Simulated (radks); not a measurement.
Question: Cd4+, 44 electrons, occupied as [Kr] 4d8 (the NIST ground configuration). Method: Dirac Kohn-Sham, PBE, spin-unpolarised, spherical densities, point nucleus; open shells fill j = l - 1/2 first; computed with a radial shooting solver on a logarithmic mesh with Libxc functionals.

Spin-orbit splittings of the eigenvalues, e(l+1/2) - e(l-1/2), with zeta = 2 splitting/(2l+1) and mean radii in bohr:

| shell | occ. | splitting (eV) | zeta (eV) | <r> j=l-1/2 | <r> j=l+1/2 |
|---|---|---|---|---|---|
| 2p | 6 | 192.5 | 128.3 | 0.1112 | 0.1164 |
| 3p | 6 | 34.39 | 22.93 | 0.3493 | 0.3603 |
| 3d | 10 | 6.990 | 2.796 | 0.3325 | 0.3360 |
| 4p | 6 | 6.017 | 4.011 | 0.9243 | 0.9524 |
| 4d | 8 | 0.8304 | 0.3322 | 1.146 | 1.157 |
| 5p | 0 | ? | ? | 2.392 | 2.448 |

Estimate the 5p splitting.

Answer: 0.8926 eV (zeta = 0.5951 eV).
